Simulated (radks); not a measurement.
The titanium anion Ti- inside a hard spherical wall (all orbitals vanish at R), configuration held at [Ar] 3d3 4s2 and not refilled when levels cross. All-electron calculation, scalar-relativistic Kohn-Sham, PBE, spin-polarised, spherical densities, finite nucleus; open shells are filled with parallel spins first; Fermi nuclear charge, rms radius 3.5921 fm. Program: a radial shooting solver on a logarithmic mesh with Libxc functionals. Eigenvalues in eV for spin up, with the zero of energy where the potential of the charges vanishes at infinity; a dash marks a level that is unbound or too diffuse for the functional's potential to be trusted. A positive occupied level is held by the wall or, in an anion where self-interaction has pushed it up, behind a barrier. The pressure on the wall is -dE/dV.

R (bohr)	E (hartree)	kinetic (hartree)	e(3s)	e(3p)	e(4s)	e(4p, empty)	e(3d)	e(5s, empty)	pressure (GPa)
20	-853.62326	860.796	-55.636	-31.992	0.151	-	1.904	-	0.00125
12	-853.61777	860.812	-54.970	-31.331	0.577	2.719	2.502	4.158	0.0387
10	-853.60912	860.846	-54.458	-30.820	0.938	3.298	2.974	5.951	0.171
8	-853.57954	860.955	-53.311	-29.678	1.798	4.576	4.015	9.850	0.984
4	-852.71309	863.418	-41.881	-18.542	15.452	22.254	14.734	58.959	131
3.5	-852.09374	865.121	-37.578	-14.387	23.605	32.087	19.269	84.102	322
3	-850.85364	868.641	-31.115	-8.035	38.733	49.545	26.573	126.70	925
2	-840.38787	897.975	2.527	27.339	142.66	158.73	67.428	369.96	14800
1.5	-815.17760	960.176	63.550	92.035	341.53	353.23	134.22	776.51	95600
